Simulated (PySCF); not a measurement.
Species: C6H12Si2.
Cartesian coordinates in Å at the PBE0-D3(BJ)/def2-SVP level; atoms count from 1:
```xyz
20
C6H12Si2 angstrom
C      2.4103   -0.6943    1.3232
C      1.2074   -0.2147    0.5599
C      0.2355   -1.0577    0.1527
Si    -1.3184   -0.6224   -0.7924
C     -2.8506   -1.1038    0.1870
C     -1.3381    1.2132   -1.1727
C     -0.3932    2.0896   -0.7838
Si     1.1314    1.6336    0.1997
H      2.4870   -0.1917    2.3024
H      3.3427   -0.4601    0.7818
H      2.3759   -1.7813    1.4955
H      0.3646   -2.1234    0.4084
H     -1.3387   -1.3849   -2.0848
H     -2.8823   -0.5671    1.1476
H     -2.8580   -2.1849    0.3960
H     -3.7662   -0.8615   -0.3747
H     -2.1916    1.5992   -1.7507
H     -0.5131    3.1483   -1.0589
H      2.3665    2.0469   -0.5431
H      1.1552    2.3914    1.4938
```

Method: PySCF 2.14.0, density-fitted response routines, TDDFT CAM-B3LYP/def2-SVPD, vertical, gas phase, core orbitals frozen in the response.

Ground-to-excited transition dipoles (e·a0, same axes as the geometry; the sign carries no meaning), for the states with f of 0.002 or more among the lowest 5:

```tsv
state	E (hartree)	μx	μy	μz
S2	0.2219	-0.098	0.011	0.131
S3	0.2281	0.485	0.209	0.196
S4	0.2333	0.708	0.579	0.197
S5	0.2478	-1.087	-0.815	-0.343
```

What oscillator strength does each state have?

f = (2/3) ΔE |μ|² with ΔE in hartree (27.2114 eV).

```tsv
state	|μ|² (au)	|μ| (D)	f
S2	0.027	0.42	0.004
S3	0.318	1.43	0.048
S4	0.875	2.38	0.136
S5	1.963	3.56	0.324
```

What angle do the transition dipoles of S3 and S5 make?

|cos θ| = |μa·μb| / (|μa| |μb|) = 0.97, so θ ≈ 14° (taken between 0 and 90°, since the signs are arbitrary).

How is the summed strength of these states shared among x, y and z?

(2/3) Σ ΔE μα² gives 0.311 for x, 0.168 for y and 0.034 for z, 0.513 in all.

What peak molar absorption coefficient would the strongest computed level give as a lone Gaussian band 0.3 eV wide at half height?

ε(max) = 2.175×10⁸ f / FWHM, with the width in cm⁻¹. S5: 2.175×10⁸ × 0.3244 / 2420 ≈ 29000 L mol⁻¹ cm⁻¹.
